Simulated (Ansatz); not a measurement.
**Relaxing a trial structure of BCl3H3N**

The starting geometry of this gas-phase triplet was optimised with GFN2-xTB as a singlet; its bonds are those of `[NH3+][B-](Cl)(Cl)Cl`.

```yaml
atoms:
  - { symbol: B, position_ang: [0.3376, 0.3171, -0.6422] }
  - { symbol: Cl, position_ang: [-0.6381, 1.8286, -0.9315] }
  - { symbol: Cl, position_ang: [0.1528, -0.9471, -1.9419] }
  - { symbol: Cl, position_ang: [2.0650, 0.6321, -0.1557] }
  - { symbol: N, position_ang: [-0.3507, -0.3671, 0.6985] }
  - { symbol: H, position_ang: [-0.2807, 0.2825, 1.4836] }
  - { symbol: H, position_ang: [0.1401, -1.2338, 0.9252] }
  - { symbol: H, position_ang: [-1.3338, -0.5693, 0.5084] }
```

Question: Predict what becomes of its bonds when it is optimised with PBE0-D4/def2-SVP.

Answer: It falls apart into BCl2H2N + Cl + H. Distances that change by over a tenth: B1–N5 (1.66 → 1.38 Å). Contacts that open: B1–Cl3 (1.82 → 3.47 Å), N5–H7 (1.02 → 3.46 Å).

The energy falls by 2.78 eV over 85 steps:

```
step  E − E(last) (eV)
   1             2.778
  10             2.164
  20             0.747
  29             0.333
  38             0.134
  48             0.022
  57             0.014
  66             0.008
  76             0.000
  85             0.000
```

Final geometry (Å):

```xyz
8

B    -0.0896    1.0197   -0.1434
Cl   -0.5143    2.6611    0.3148
Cl    1.4144   -1.9306   -1.1863
Cl    1.6045    0.7295   -0.6610
N    -0.9769   -0.0315   -0.1214
H    -0.6838   -0.9658   -0.3971
H     1.2795   -1.6138    1.9764
H    -1.9418    0.0745    0.1622
```

The end wasn't checked by frequencies. Open shells are spin-unrestricted. The triplet needn't be the ground state. Run with Ansatz 0.2.0, 11 min on 2 threads of Arm Neoverse N1, on a shared host.
